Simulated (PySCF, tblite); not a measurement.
Species: C5H10O2Si2.
Cartesian coordinates in Å at the GFN2-xTB level; atoms count from 1:
```xyz
19
C5H10O2Si2 angstrom
C     -3.138   -0.666   -0.983
C     -2.048    0.043   -0.727
Si    -1.013   -0.090    0.844
C     -0.842    1.696    1.542
O     -1.178    2.041    2.646
C      0.760   -0.564    0.355
C      1.369   -1.714    0.610
O      1.340    0.461   -0.323
Si     2.815    0.674   -0.978
H     -3.525   -1.384   -0.279
H     -3.694   -0.564   -1.902
H     -1.706    0.747   -1.478
H     -1.568   -0.998    1.846
H     -0.384    2.444    0.858
H      0.859   -2.490    1.149
H      2.380   -1.909    0.292
H      3.864    0.543    0.034
H      2.651    2.036   -1.464
H      3.047   -0.295   -2.050
```

Method: PBE0/pcSseg-1 in PySCF (dipole) on a GFN2-xTB geometry, gas phase.

Take the most abundant isotopes and a rigid rotor. The values belong to one conformer with, in the numbering `[CH2:1]=[CH:2][Si@H:3]([CH:4]=[O:5])[C:6](=[CH2:7])[O:8][SiH3:9]`, C1–C2–Si3–C4 -127°, C2–Si3–C4–O5 123°, C2–Si3–C6–C7 -112°, Si3–C6–O8–Si9 179°.

Task: Give the principal moments of inertia and the rotational constants in MHz.

Result: Ia = 365.87, Ib = 719.84, Ic = 861.90 u·Å²; 505379 MHz·u·Å²/I gives A = 1381, B = 702.1, C = 586.4 MHz.

Task: Classify the top.

Result: An asymmetric top. Ray's parameter κ = (2B − A − C)/(A − C) = -0.709; −1 is the prolate and +1 the oblate limit.

Task: What does the inertial defect say?

Result: Not planar: Δ = Ic − Ia − Ib = -223.81 u·Å². For a rigid frame Δ = −2 Σ m c², so Σ m c² = 111.90 u·Å² lies off the ab plane: 26.09 from hydrogen and 85.81 from heavier atoms. The atom farthest from that plane is 2.75 Å away.

Task: Give the other two planar moments, Paa and Pbb, and the rms extents of the mass along the axes.

Result: Paa = Σ m a² = (Ib + Ic − Ia)/2 = 607.94 and Pbb = Σ m b² = (Ia + Ic − Ib)/2 = 253.97 u·Å². With the mass M = 158.02 u, the rms extents √(P/M) along a, b and c are 1.96, 1.27, 0.84 Å.

Task: List the rotational levels J(Ka,Kc) to J = 5 (MHz).

Result: Above 0(0,0):
J = 1: 1(0,1) 1288, 1(1,1) 1968, 1(1,0) 2083
J = 2: 2(0,2) 3852, 2(1,2) 4429, 2(1,1) 4776, 2(2,1) 6814, 2(2,0) 6827
J = 3: 3(0,3) 7664, 3(1,3) 8112, 3(1,2) 8806, 3(2,2) 10679, 3(2,1) 10746, 3(3,1) 14372, 3(3,0) 14373
J = 4: 4(0,4) 12692, 4(1,4) 13010, 4(1,3) 14161, 4(2,3) 15822, 4(2,2) 16014, 4(3,2) 19550, 4(3,1) 19557, 4(4,1) 24688, 4(4,0) 24688
J = 5: 5(0,5) 18905, 5(1,5) 19113, 5(1,4) 20822, 5(2,4) 22234, 5(2,3) 22654, 5(3,3) 26030, 5(3,2) 26057, 5(4,2) 31160, 5(4,1) 31161, 5(5,1) 37766, 5(5,0) 37766

Task: Which lines would a microwave search look for?

Result: The dipole components are |μa| = 1.69 D, |μb| = 2.75 D, |μc| = 0.41 D. The squared components, which scale the intensities, stand as 0.38 : 1.00 : 0.02 (a : b : c). Some lines, for components of 0.1 D or more:

```tsv
type	branch	J(Ka,Kc)	MHz	lower level (cm⁻¹)
c	Q	3(1,3) ← 3(0,3)	449	0.256
b	Q	2(1,1) ← 2(0,2)	924	0.128
b	R	1(1,1) ← 0(0,0)	1968	0.000
b	Q	2(2,0) ← 2(1,1)	2051	0.159
a	R	3(0,3) ← 2(0,2)	3812	0.128
b	R	2(2,1) ← 1(1,0)	4730	0.069
c	R	2(2,0) ← 1(1,0)	4744	0.069
c	R	2(2,1) ← 1(1,1)	4846	0.066
c	R	3(1,2) ← 2(0,2)	4954	0.128
a	R	4(2,3) ← 3(2,2)	5143	0.356
b	R	3(2,2) ← 2(1,1)	5903	0.159
c	R	4(3,1) ← 3(2,1)	8812	0.358
```

Task: Estimate the classical rotational partition function at 25 K, 50 K and 100 K.

Result: Point group C1, symmetry number σ = 1; q = (√π/σ)·√((kT/h)³/(ABC)), k/h = 20836.6 MHz/K: 27900 at 25 K, 79000 at 50 K, 224000 at 100 K.

Its GFN2-xTB frequencies are all real (lowest 22 cm⁻¹). These are rigid-rotor constants of the computed structure; measured ground-state constants (B0) also hold zero-point vibration. A rigid rotor knows nothing of internal rotation, which can split or shift real lines.

The run took 48 s on Arm Neoverse V1, one thread, shared host with 32 logical CPUs at a one-minute load of 15, and the process peaked at 1.1 GiB of memory. This is the PBE0/pcSseg-1 job that gave the dipole, with the shieldings it also computed.
